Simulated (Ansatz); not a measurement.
Stepwise reaction of `[F][Ge]([F])([Br])[Br]` with hydrogen fluoride, as a gas-phase model of exchange steps in deposition or etching. ΔE in kJ/mol; ΔG adds harmonic PBE0-D4 terms to CCSD(T)/CBS, at 1 bar.

Computed with Ansatz on PBE0-D4/def2-TZVP structures; ΔE is electronic, products minus reactants. CCSD(T)/CBS adds triple-zeta CCSD(T) − MP2 to the extrapolated MP2 energy (def2 sets, frozen cores). This one scheme is used for every species. DFT in def2-TZVPP. B3LYP here is the variant with VWN-RPA as its local correlation; programs differ in this. For Br, Ge outer-core shells are correlated without core-valence functions, which leaves a few kJ/mol of doubt a bond. Scalar relativity is left out up to krypton.

| step | reaction | PBE-D4 | B3LYP-D4 | ωB97M-V | CCSD(T)/CBS | ΔG(600 K) |
| --- | --- | --- | --- | --- | --- | --- |
| 1 | `[F][Ge]([F])([Br])[Br]` + H–F → `[F][Ge]([F])([F])[Br]` + HBr | 22.4 | 17.8 | 14.7 | 20.6 | 15.5 |
| 2 | `[F][Ge]([F])([F])[Br]` + H–F → `[F][Ge]([F])([F])[F]` + HBr | 25.3 | 19.9 | 17.6 | 22.2 | 22.2 |

Question: By hand: ΔE of the 2 steps together at CCSD(T)/CBS.

Answer: (20.6) + (22.2) = 42.8 kJ/mol, or 21.4 kJ/mol a step.

In ΔE the steps differ by no more than 1.6 kJ/mol. All are uphill at CCSD(T)/CBS. ΔG lies between 15.5 and 22.2 kJ/mol a step. PBE-D4 differs from CCSD(T)/CBS by 1.8 to 3.1 kJ/mol a step. Isolated molecules leave out the surface, adducts and barriers. Largest T1 diagnostic: 0.012.
